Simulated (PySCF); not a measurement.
CH5O2Si (doublet state).
Structure used (GFN2-xTB), in Å, numbered top down from 1:
```
atom  x, y, z in Å
C1     1.2434   -0.3301    0.0224
Si2   -0.4644    0.1378   -0.6886
O3    -1.6618   -0.6361    0.1442
O4    -0.8021    1.7113   -0.4699
H5     1.5307   -1.3414   -0.2471
H6     1.2265   -0.2615    1.1098
H7     2.0091    0.3440   -0.3445
H8    -1.6767   -1.5853    0.2075
H9    -1.3912    1.9672    0.2410
```

The hyperfine couplings belong to this conformer and change with its torsions.

The species is `[Si](O)(C)O` [radical].

Theory: PySCF, UKS B3LYP, pcH-1 on C H O Si, non-relativistic, mean-field spin-orbit, GIAO. Geometry: GFN2-xTB, one conformer, isolated molecule. A GFN2-xTB geometry isn't a minimum of the functional, and hyperfine couplings can be far from their values at a DFT geometry, by a factor of two or more for some ions and for spin on atoms past the first row. Stability of the SCF solution: not tested.

Principal values of hyperfine tensors in MHz (contact, dipolar and spin–orbit terms together), for some of the nuclei:

```json
{"atom": "Si2", "isotope": "29Si", "A1": "-868.25", "A2": "-670.38", "A3": "-666.48"}
{"atom": "C1", "isotope": "13C", "A1": "119.63", "A2": "120.30", "A3": "155.42"}
{"atom": "O4", "isotope": "17O", "A1": "-94.39", "A2": "-70.47", "A3": "-69.55"}
{"atom": "H9", "isotope": "1H", "A1": "21.35", "A2": "24.01", "A3": "34.25"}
{"atom": "O3", "isotope": "17O", "A1": "-55.88", "A2": "-10.83", "A3": "-9.29"}
{"atom": "H7", "isotope": "1H", "A1": "-16.15", "A2": "-11.60", "A3": "1.13"}
{"atom": "H5", "isotope": "1H", "A1": "-15.89", "A2": "-11.56", "A3": "2.14"}
{"atom": "H8", "isotope": "1H", "A1": "-15.20", "A2": "-10.28", "A3": "5.85"}
```

**Question.** Give the isotropic coupling of each nucleus in MHz and in mT (g = 2.0019), and the anisotropic part.

**Answer.** a_iso = (A1 + A2 + A3)/3, Ti = Ai − a_iso; 1 mT corresponds to 28.019 MHz. The tensors hold a spin–orbit part: the run splits a_iso into a_FC + a_SO, and T includes its anisotropic share.

```csv
atom,a_iso (MHz),a_FC,a_SO,a_iso (mT),T1,T2,T3
Si2,-735.04,-735.91,0.87,-26.234,-133.21,64.66,68.56
C1,131.78,131.79,-0.01,4.703,-12.15,-11.49,23.64
O4,-78.14,-78.10,-0.04,-2.789,-16.26,7.67,8.59
H9,26.54,26.51,0.02,0.947,-5.19,-2.53,7.71
O3,-25.33,-25.27,-0.06,-0.904,-30.55,14.50,16.05
H7,-8.87,-8.87,0.00,-0.317,-7.28,-2.72,10.00
H5,-8.43,-8.43,0.00,-0.301,-7.45,-3.12,10.57
H8,-6.54,-6.58,0.03,-0.234,-8.66,-3.73,12.40
```

**Question.** What spin density at the nucleus of Si2 lies behind its contact coupling (g_N = -1.11058)?

**Answer.** a_FC = (2μ0/3) gₑ μB g_N μN ρ(0)/(2S·h) = 800.24 MHz × g_N × ρ(0)/(2S), with ρ in bohr⁻³. With a_FC = -735.91 MHz and 2S = 1, ρ(0) = 0.828 bohr⁻³. The nuclear moment is negative, so coupling and spin density have opposite signs.

**Question.** H6 (1H, g_N = 5.58569) isn't in the table. Its spin density at the nucleus is 0.008195 bohr⁻³. What is its contact coupling?

**Answer.** By the same relation, a_FC = 36.6 MHz. Its full tensor has the principal values 29.85, 35.79, 44.26 MHz.

**Question.** Name the largest traceless tensor T of the table and describe it.

**Answer.** Si2: -133.2, 64.7, 68.6 MHz (the dipolar term alone has -132.3, 64.4, 68.0), nearly axial, close to the ratio +1:+1:−2, the form that spin in one p orbital centred on that nucleus gives (the nuclear moment is negative).

**Question.** What first-order splitting does O4 cause when the field lies along A1, A2 or A3 of its tensor (g taken as isotropic, no quadrupole term)?

**Answer.** 6 lines (I = 5/2), spaced by |A_i|/(g × 13.996): 3.37, 2.52, 2.48 mT along the axes of A1, A2 and A3.
